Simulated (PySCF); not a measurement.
H2Be, triplet, at a GFN2-xTB geometry (such geometries of metal compounds can be far from the true shape) (a higher spin typed on purpose: for a closed-shell molecule this is an excited state); PBE0/def2-TZVP (PySCF).

Here is a job for PySCF.
```python
from pyscf import gto, scf, dft

mol = gto.M(
    atom='''
Be   -0.053150    0.269407    0.240314
H     0.485916   -1.040448    0.165693
H    -0.273315   -0.037181   -1.126950
''',
    basis='def2-tzvp',
    charge=0,
    spin=2,
    verbose=4,
)

mf = dft.UKS(mol)
mf.xc = 'pbe0'
mf.kernel()
mf.analyze()
```

It wrote (shortened):

```
PySCF version 2.14.0

[INPUT] verbose = 4
[INPUT] num. atoms = 3
[INPUT] num. electrons = 6
[INPUT] charge = 0
[INPUT] spin (= nelec alpha-beta = 2S) = 2
[INPUT] symmetry False subgroup None
[INPUT] Mole.unit = angstrom
[INPUT] Symbol           X                Y                Z      unit          X                Y                Z       unit  Magmom
[INPUT]  1 Be    -0.053150000000   0.269407000000   0.240314000000 AA   -0.100438943521   0.509105446041   0.454127643899 Bohr   0.0
[INPUT]  2 H      0.485916000000  -1.040448000000   0.165693000000 AA    0.918248159544  -1.966161766851   0.313114390758 Bohr   0.0
[INPUT]  3 H     -0.273315000000  -0.037181000000  -1.126950000000 AA   -0.516490495735  -0.070261907037  -2.129626856079 Bohr   0.0

nuclear repulsion = 3.27798568282365
number of shells = 17
number of NR pGTOs = 44
number of NR cGTOs = 31
basis = def2-tzvp
ecp = {}

******** <class 'pyscf.dft.uks.UKS'> ********
method = UKS
initial guess = minao
damping factor = 0
level_shift factor = 0
DIIS = <class 'pyscf.scf.diis.CDIIS'>
diis_start_cycle = 1
diis_space = 8
diis_damp = 0
SCF conv_tol = 1e-09
SCF conv_tol_grad = None
SCF max_cycles = 50
direct_scf = True
direct_scf_tol = 1e-13
number electrons alpha = 4  beta = 2
XC library pyscf.dft.libxc version 7.1.2
    S. Lehtola, C. Steigemann, M. J. T. Oliveira, and M. A. L. Marques,  SoftwareX 7, 1–5 (2018)
XC functionals = pbe0
    C. Adamo and V. Barone,  J. Chem. Phys. 110, 6158 (1999)
    M. Ernzerhof and G. E. Scuseria,  J. Chem. Phys. 110, 5029 (1999)
radial grids:
    Treutler-Ahlrichs [JCP 102, 346 (1995); DOI:10.1063/1.469408] (M4) radial grids

becke partition: Becke, JCP 88, 2547 (1988); DOI:10.1063/1.454033
pruning grids: <function nwchem_prune>
grids dens level: 3
symmetrized grids: False
atomic radii adjust function: <function treutler_atomic_radii_adjust>
small_rho_cutoff = 0
Set gradient conv threshold to 3.16228e-05
tot grids = 33344
init E= -15.6734910694843

cycle= 1 E= -15.7360862376998  delta_E= -0.0626  |g|= 0.0549  |ddm|= 0.823
cycle= 2 E= -15.7418282400855  delta_E= -0.00574  |g|= 0.0141  |ddm|= 0.118
cycle= 3 E= -15.7421586127933  delta_E= -0.00033  |g|= 0.00334  |ddm|= 0.0367
cycle= 4 E= -15.7421718691376  delta_E= -1.33e-05  |g|= 0.000449  |ddm|= 0.00434
cycle= 5 E= -15.742172140828  delta_E= -2.72e-07  |g|= 8.73e-05  |ddm|= 0.0013
cycle= 6 E= -15.742172148341  delta_E= -7.51e-09  |g|= 1.64e-05  |ddm|= 0.000152
cycle= 7 E= -15.7421721486931  delta_E= -3.52e-10  |g|= 1.71e-06  |ddm|= 3.65e-05
Extra cycle  E= -15.7421721486979  delta_E= -4.73e-12  |g|= 4.35e-07  |ddm|= 6.52e-06
converged SCF energy = -15.7421721486979  <S^2> = 2.0060719  2S+1 = 3.0040452
**** SCF Summaries ****
Total Energy =                         -15.742172148697868
Nuclear Repulsion Energy =               3.277985682823647
One-electron Energy =                  -26.625817519929328
Two-electron Energy =                    7.605659688407810
Two-electron Coulomb Energy =           11.076171296867161
DFT Exchange-Correlation Energy =       -3.470511608459351
**** MO energy ****
                             alpha | beta                alpha | beta
MO #1   energy= -4.08428817360786  | -4.07211171580499  occ= 1 | 1
MO #2   energy= -0.465870594624216 | -0.389621301482165 occ= 1 | 1
MO #3   energy= -0.325694909639189 | -0.162088588920134 occ= 1 | 0
MO #4   energy= -0.192730012228259 | -0.0331658065746332 occ= 1 | 0
MO #5   energy= -0.0531892241156262 | -0.0194129769587787 occ= 0 | 0
MO #6   energy= 0.0283455358371203 | 0.0503739205462006 occ= 0 | 0
MO #7   energy= 0.0491746726884079 | 0.110693681769577  occ= 0 | 0
MO #8   energy= 0.118170914270106  | 0.159669172781539  occ= 0 | 0
MO #9   energy= 0.173510077889456  | 0.218459460574939  occ= 0 | 0
MO #10  energy= 0.185056263060011  | 0.223896904984099  occ= 0 | 0
MO #11  energy= 0.209472959092782  | 0.233525532131298  occ= 0 | 0
MO #12  energy= 0.301634070194654  | 0.365937654024214  occ= 0 | 0

To work with the spin densities directly, `use mulliken_meta_spin()` only printing them here.

 ** Mulliken spin pop alpha/beta on meta-lowdin orthogonal AOs **
 ** Mulliken Spin Density (per AO)  **
spin_pop of  0 Be 1s        0.00002
spin_pop of  0 Be 2s        0.64692
spin_pop of  0 Be 3s        0.00953
spin_pop of  0 Be 4s        0.00009
spin_pop of  0 Be 5s        0.00032
spin_pop of  0 Be 2px       0.01536
spin_pop of  0 Be 2py       0.08006
spin_pop of  0 Be 2pz       0.08353
spin_pop of  0 Be 3px       0.00125
spin_pop of  0 Be 3py       0.00222
spin_pop of  0 Be 3pz       0.00365
spin_pop of  0 Be 4px       0.00005
spin_pop of  0 Be 4py       0.00066
spin_pop of  0 Be 4pz       0.00056
spin_pop of  0 Be 3dxy      0.00398
spin_pop of  0 Be 3dyz      0.00152
spin_pop of  0 Be 3dz^2     0.00366
spin_pop of  0 Be 3dxz      0.00072
spin_pop of  0 Be 3dx2-y2    0.00476
spin_pop of  1 H 1s        0.53584
spin_pop of  1 H 2s        0.01269
spin_pop of  1 H 3s        0.01197
spin_pop of  1 H 2px       0.00124
spin_pop of  1 H 2py       0.00685
spin_pop of  1 H 2pz       0.00197
spin_pop of  2 H 1s        0.53584
spin_pop of  2 H 2s        0.01269
spin_pop of  2 H 3s        0.01197
spin_pop of  2 H 2px       0.00053
spin_pop of  2 H 2py       0.00208
spin_pop of  2 H 2pz       0.00745
 ** Mulliken Spin Density (per atom)  **
spin density of  0 Be =      0.85888
spin density of  1 H =      0.57056
spin density of  2 H =      0.57056
 ** Mulliken pop alpha/beta on meta-lowdin orthogonal AOs **
 ** Mulliken pop       alpha | beta **
pop of  0 Be 1s        0.99993 | 0.99991
pop of  0 Be 2s        0.88343 | 0.23650
pop of  0 Be 3s        0.01428 | 0.00475
pop of  0 Be 4s        0.00012 | 0.00003
pop of  0 Be 5s        0.00050 | 0.00018
pop of  0 Be 2px       0.01584 | 0.00048
pop of  0 Be 2py       0.09229 | 0.01223
pop of  0 Be 2pz       0.09326 | 0.00973
pop of  0 Be 3px       0.00138 | 0.00013
pop of  0 Be 3py       0.00564 | 0.00342
pop of  0 Be 3pz       0.00637 | 0.00272
pop of  0 Be 4px       0.00005 | 0.00000
pop of  0 Be 4py       0.00070 | 0.00004
pop of  0 Be 4pz       0.00059 | 0.00003
pop of  0 Be 3dxy      0.00427 | 0.00028
pop of  0 Be 3dyz      0.00162 | 0.00010
pop of  0 Be 3dz^2     0.00380 | 0.00014
pop of  0 Be 3dxz      0.00095 | 0.00023
pop of  0 Be 3dx2-y2    0.00489 | 0.00013
pop of  1 H 1s        0.89515 | 0.35931
pop of  1 H 2s        0.01271 | 0.00001
pop of  1 H 3s        0.01297 | 0.00100
pop of  1 H 2px       0.00204 | 0.00079
pop of  1 H 2py       0.00989 | 0.00304
pop of  1 H 2pz       0.00230 | 0.00033
pop of  2 H 1s        0.89515 | 0.35931
pop of  2 H 2s        0.01271 | 0.00001
pop of  2 H 3s        0.01297 | 0.00100
pop of  2 H 2px       0.00088 | 0.00035
pop of  2 H 2py       0.00212 | 0.00005
pop of  2 H 2pz       0.01122 | 0.00377
In total             4.00000 | 2.00000
 ** Mulliken atomic charges   ( Nelec_alpha | Nelec_beta ) **
charge of  0Be =      0.59906  (     2.12991      1.27103 )
charge of  1H =     -0.29953  (     0.93505      0.36448 )
charge of  2H =     -0.29953  (     0.93505      0.36448 )
Dipole moment(X, Y, Z, Debye):  0.15986, -0.81029, -0.72278
```
